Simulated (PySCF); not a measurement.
## Field gradients at the hydrogen positions

Species: CH10NSi3 (charge -1).
Z-matrix (Å and degrees, GFN2-xTB geometry), rows numbered from 1:
```
Si
C   1  1.8636
Si  2  1.9250  1  115.24
N   3  1.6629  2  107.35  1   179.93
Si  4  1.6722  3  135.54  2  -179.94
H   1  1.4722  2  113.61  3    61.48
H   1  1.4720  2  113.57  3   -61.47
H   1  1.4854  2  112.80  3  -179.97
H   2  1.0909  1  109.87  3   121.94
H   2  1.0909  1  109.78  3  -121.84
H   3  1.4979  2  104.16  1   -52.85
H   3  1.4977  2  104.15  1    52.77
H   5  1.4960  4  117.63  3    61.61
H   5  1.4862  4  108.15  3  -179.78
H   5  1.4961  4  117.68  3   -61.13
```

Level: PBE0/pcSseg-1 (PySCF, non-relativistic); Q(2H) = 0.00286 b; rigid geometry, the same for H and D, with no vibrational averaging.

Question: Rank these positions by the coupling χzz of a deuteron there, largest first.
A. H15 (Si–H hydrogen)
B. H7 (Si–H hydrogen)
C. H14 (Si–H hydrogen)
D. H10 (methylene hydrogen)

Answer: D (218 kHz), B (108 kHz), C (104 kHz), A (98 kHz).

Question: Tabulate Vzz, the asymmetry η and χzz = 234.96 MHz × Q × Vzz for every hydrogen position.

Answer: 
```
atom  bonded to  bond length (Å)  Vzz (au)     η  χzz (kHz)
  H6        Si1            1.472    0.1610  0.01        108
  H7        Si1            1.472    0.1611  0.01        108
  H8        Si1            1.485    0.1527  0.01        103
  H9         C2            1.091    0.3244  0.03        218
 H10         C2            1.091    0.3245  0.03        218
 H11        Si3            1.498    0.1442  0.02         97
 H12        Si3            1.498    0.1443  0.02         97
 H13        Si5            1.496    0.1462  0.01         98
 H14        Si5            1.486    0.1541  0.01        104
 H15        Si5            1.496    0.1462  0.01         98
```

Question: Average by the element that carries the hydrogen.

Answer: on Si: 102 kHz over 8 positions, mean bond length 1.488 Å; on C: 218 kHz over 2 positions, mean bond length 1.091 Å.

Question: How does χzz go with the bond length over the 8 Si–H bonds?

Answer: A straight-line fit has a slope of -4.3 kHz for each 0.01 Å, with a correlation coefficient of -0.99, over lengths from 1.472 to 1.498 Å. The longer bonds have the smaller couplings here.

Geometry: GFN2-xTB, one conformer, isolated ion. The pcSseg-1 basis has no diffuse functions, a weakness for an anion. GFN2-xTB bond lengths can be off by several hundredths of an ångström, more for odd bonds, and the gradients follow them. A larger basis could move these couplings by a tenth or more.
